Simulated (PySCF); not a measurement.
Bond stretch in SMILES [BeH2] (H₂Be). The Be1–H3 bond (Be1 also carries H; H3 carries nothing else) is varied alone, starting from the PBE0/def2-TZVP optimised geometry.

Levels: RHF/6-31G (PySCF); UKS-M06-2X = unrestricted M06-2X/6-31G in PySCF; RKS-CAM-B3LYP = restricted CAM-B3LYP/6-31G (PySCF 2.14.0); UCCSD(T) = CCSD(T) on UHF/6-31G (PySCF 2.14.0).

Energies relative to the lowest point of each curve near equilibrium, in kJ/mol:

```tsv
R / Å	RHF	UKS-M06-2X	RKS-CAM-B3LYP
1.14	38.8	35.8	36.1
1.19	19.8	18.0	18.1
1.31	0.5	0.3	0.3
1.41	4.0	4.1	4.2
1.48	13.5	13.6	13.7
1.64	49.1	48.2	48.6
2.02	165.1	159.6	160.3
2.18	216.5	207.7	208.8
2.43	293.9	278.6	280.7
2.66	360.1	330.7	340.5
3.27	507.8	389.4	467.9
4.70	718.9	406.1	631.9
```

Predict the corresponding UCCSD(T) column.

1.14: 42.6; 1.19: 22.9; 1.31: 1.2; 1.41: 2.1; 1.48: 9.6; 1.64: 39.5; 2.02: 135.6; 2.18: 175.5; 2.43: 230.4; 2.66: 270.9; 3.27: 332.5; 4.70: 351.1 (kJ/mol).

The restricted form behind RHF, RKS-CAM-B3LYP keeps the bonding electrons paired and can't separate into open-shell fragments. The unrestricted determinant behind UKS-M06-2X is spin-contaminated at 2.66 to 4.70 Å (<S²> up to 1.0, against 0.00 for a pure singlet). At the longest distance RKS-CAM-B3LYP leaves fractional charges on the fragments, a sign of delocalisation error or of the restricted form. The unrestricted determinant behind UCCSD(T) is spin-contaminated at 2.18 to 4.70 Å (<S²> up to 1.0, against 0.00 for a pure singlet).
